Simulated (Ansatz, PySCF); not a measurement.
F3Sc. Atoms are numbered in the order given.

```xyz
4

Sc     0.0000     0.0000     0.0000
F     -1.8285     0.0000     0.0000
F      0.9142     1.5835     0.0000
F      0.9142    -1.5835     0.0000
```

Coordinates come from a B3LYP-D3(BJ)/def2-SVP optimisation. The isomer is the one that the SMILES or the coordinates give; other isomers of the formula were not compared.

Vertical ionisation energy (IE) and electron affinity (EA) in eV. Rows of orbital energies are one-electron estimates. Where ΔSCF, EOM or ADC give a negative EA the extra electron is unbound and the value depends on the basis.

```csv
level,IE,EA
"−ε(HOMO), −ε(LUMO), HF/def2-TZVPD (PySCF)",16.50,-0.11
"−ε(HOMO), −ε(LUMO), PBE/def2-TZVPD (PySCF)",9.24,3.48
"ΔSCF, CAM-B3LYP/def2-SVPD (Ansatz), final states of multiplicity 2 and 2",14.30,0.89
"ΔSCF, PBE/def2-SVPD (Ansatz), final states of multiplicity 2 and 2",12.99,0.78
```

Problem. What vertical singlet–triplet gap does ΔSCF give with CAM-B3LYP/def2-SVPD (Ansatz, a quantum-chemistry and plane-wave program) and with PBE/def2-SVPD (Ansatz)? (An estimate is asked for; the answer gives what the named calculation found.)

Solution. 7.29 and 6.27 eV (triplet above singlet where positive).
